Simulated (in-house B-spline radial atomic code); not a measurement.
A fraction x of an electron is removed from 4f in the samarium ion Sm³⁺, starting from [Xe] 4f5 and keeping the highest spin. All numbers are computed (scalar-relativistic (X2C) LDA PW92, spin-polarised, spherical fractional occupations; Fermi nucleus of rms radius 5.0819 fm) with an all-electron radial atomic-structure program (B-spline basis), not measured.

```csv
x,E(x) - E(0) (eV),4f up level (eV)
0,0.0000,-34.147
0.03,1.0326,-34.695
0.2,7.1975,-37.845
0.31,11.4744,-39.920
0.44,16.8253,-42.409
0.5,19.4046,-43.570
0.56,22.0539,-44.740
0.63,25.2338,-46.115
0.82,34.3541,-49.902
0.89,37.8967,-51.316
1,43.6647,-53.560
```

The exact functional would give a straight line between the two integer points. Deviations E(x) - E(0) - x[E(1) - E(0)], in eV: -0.277 at x = 0.03, -1.535 at x = 0.2, -2.062 at x = 0.31, -2.387 at x = 0.44, -2.428 at x = 0.5, -2.398 at x = 0.56, -2.275 at x = 0.63, -1.451 at x = 0.82, -0.965 at x = 0.89.

The curve lies below the straight line by up to 2.428 eV (at x = 0.5): convex, the delocalisation error that favours fractional charges.

(1) How well does Slater's transition state (minus the level at half occupation) give the ionisation energy?

Results:

(1) It gives 43.570 eV against 43.665 eV from the two total energies; NIST lists 41.64 eV, ground level to ground level.
